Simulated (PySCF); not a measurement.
Estimate the missing entries of this data sheet.

H8NPSi2.
SMILES: `[SiH2]([SiH2]P)N`

Conformer (atom-mapped SMILES and torsion angles): `[NH2:1][SiH2:2][SiH2:3][PH2:4]`: N1–Si2–Si3–P4 -13°, H–N1–Si2–Si3 -178°, H–N1–Si2–Si3 41°, H–P4–Si3–Si2 155°, H–P4–Si3–Si2 62°.

```csv
property,level,value
point group of the GFN2-xTB geometry,GFN2-xTB,?
"rotational constants A, B, C of the GFN2-xTB geometry",GFN2-xTB,?
dipole moment,wB97X-D/def2-SVPD,0.80 D
HOMO energy,wB97X-D/def2-SVPD,-9.23 eV
LUMO energy,wB97X-D/def2-SVPD,?
lowest singlet excitation,TDDFT wB97X-D/def2-SVPD,"5.89 eV (211 nm, f = 0.003)"
strongest line among the 8 lowest singlet transitions,TDDFT wB97X-D/def2-SVPD,"S6 at 6.95 eV (178 nm, f = 0.115)"
lowest triplet excitation (Tamm–Dancoff),TDA wB97X-D/def2-SVPD,?
static isotropic polarisability,wB97X-D/def2-SVPD,91.9 au
electronic spatial extent ⟨r²⟩ about the centre of nuclear charge,wB97X-D/def2-SVPD,865 bohr²
core binding energies,"ΔSCF SCAN, pcX-2 on the ionised atom, pcseg-1 elsewhere, spin-free X2C, 2p3/2 from a spin–orbit splitting computed afterwards within the 2p shell","Si2p3/2 106.3, Si2p3/2 106.6, P2p3/2 136.1, N1s 404.6, Si1s 1846.0, Si1s 1846.4, P1s 2149.6 eV"
```

Electronic properties: PySCF, gas phase, density fitting.

Question: The lowest triplet excitation (Tamm–Dancoff)?

Answer: 5.54 eV.

Question: Give the LUMO energy.

Answer: 1.03 eV.

Question: What is the point group of the GFN2-xTB geometry?

Answer: C1.

Question: What are the rotational constants A, B, C of the GFN2-xTB geometry?

Answer: 5.020, 1.817, 1.392 GHz.

The dipole equals about 2.7 × 10⁻³⁰ C·m (1 D = 3.33564 × 10⁻³⁰ C·m). The polarisability is 13.62 Å³ as a volume (1 au = 0.148185 Å³), or 1.58 au for each of the 58 electrons. No computed singlet falls in the visible range (750 to 380 nm, 1.65 to 3.26 eV); S1 lies 2.63 eV above its blue end. The principal polarisabilities are 76.6, 89.9 and 109.2 au; their mean is the isotropic value.

One conformer stands for the species.
